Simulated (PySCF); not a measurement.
H2I2O2Si, SMILES O[Si](O)(I)I, B3LYP/def2-SVP optimised geometry.

```
7

O     -0.98     0.69     0.00
Si    -0.56    -0.90     0.00
O     -1.13    -1.74    -1.30
I      1.90    -0.90     0.00
I     -1.52    -2.04     1.96
H     -1.90     0.90     0.23
H     -0.68    -1.60    -2.15
```

Density from B3LYP/def2-TZVP, def2 effective core potentials past Kr run with PySCF 2.14.0 at that geometry. The core electrons that the potentials of I replace are not part of the density.

Minimum of the electron density along straight lines between bonded atoms, close to the bond critical point (lines longer than 1.1 times the sum of covalent radii, or with two minima, are not listed):

```json
[
 {"bond": "O1–Si2", "length / Å": "1.651", "ρ at the minimum / e bohr⁻³": "0.140", "∇²ρ there / e bohr⁻⁵": "0.77", "position (fraction from the first atom)": "0.59"},
 {"bond": "Si2–O3", "length / Å": "1.651", "ρ at the minimum / e bohr⁻³": "0.140", "∇²ρ there / e bohr⁻⁵": "0.77", "position (fraction from the first atom)": "0.41"},
 {"bond": "Si2–I4", "length / Å": "2.459", "ρ at the minimum / e bohr⁻³": "0.084", "∇²ρ there / e bohr⁻⁵": "-0.10", "position (fraction from the first atom)": "0.36"},
 {"bond": "Si2–I5", "length / Å": "2.459", "ρ at the minimum / e bohr⁻³": "0.084", "∇²ρ there / e bohr⁻⁵": "-0.10", "position (fraction from the first atom)": "0.36"},
 {"bond": "O1–H6", "length / Å": "0.967", "ρ at the minimum / e bohr⁻³": "0.348", "∇²ρ there / e bohr⁻⁵": "-2.35", "position (fraction from the first atom)": "0.81"},
 {"bond": "O3–H7", "length / Å": "0.967", "ρ at the minimum / e bohr⁻³": "0.348", "∇²ρ there / e bohr⁻⁵": "-2.35", "position (fraction from the first atom)": "0.81"}
]
```
